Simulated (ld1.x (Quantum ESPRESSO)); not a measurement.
## u(r) = r·R(r): atom against pseudo-atom (O (Z = 8))

Columns: radius, all-electron u(r) and pseudo u(r) of the 2p shell (level -9.40 eV) of oxygen in the configuration [He] 2s1 2p5; PBEsol, scalar-relativistic, PAW scheme, ld1.x (Quantum ESPRESSO) 7.5.

```
r (bohr)  all-electron  pseudo
   0.055        0.0371  0.0113
   0.110        0.1206  0.0444
   0.165        0.2232  0.0972
   0.220        0.3291  0.1665
   0.275        0.4296  0.2481
   0.330        0.5204  0.3372
   0.385        0.5993  0.4288
   0.440        0.6661  0.5181
   0.495        0.7210  0.6009
   0.550        0.7645  0.6737
   0.605        0.7976  0.7343
   0.660        0.8213  0.7812
   0.715        0.8367  0.8144
   0.770        0.8450  0.8349
   0.825        0.8472  0.8442
   0.880        0.8442  0.8444
   0.935        0.8370  0.8378
   0.990        0.8262  0.8267
   1.045        0.8125  0.8126
   1.100        0.7966  0.7966
   1.155        0.7788  0.7788
   1.210        0.7596  0.7596
   1.265        0.7394  0.7394
   1.320        0.7185  0.7185
   1.375        0.6970  0.6970
   1.430        0.6753  0.6753
```

How many radial nodes do the two functions have?

The all-electron 2p function has n − l − 1 = 0; the pseudo-wave has 0.

At about which radius was the pseudo-wave matched?

1.10 bohr. The columns agree to 0.0005 from 0.99 bohr on; several derivatives are matched, so the curves merge somewhat inside the radius.

Where does each function peak?

Outermost all-electron maximum near 0.82 bohr, pseudo maximum near 0.88 bohr (to the table’s step).

Is the pseudo-wave norm-conserving?

No, it belongs to a PAW set: the norm inside the radius is not constrained, and the difference is carried by the augmentation charge.
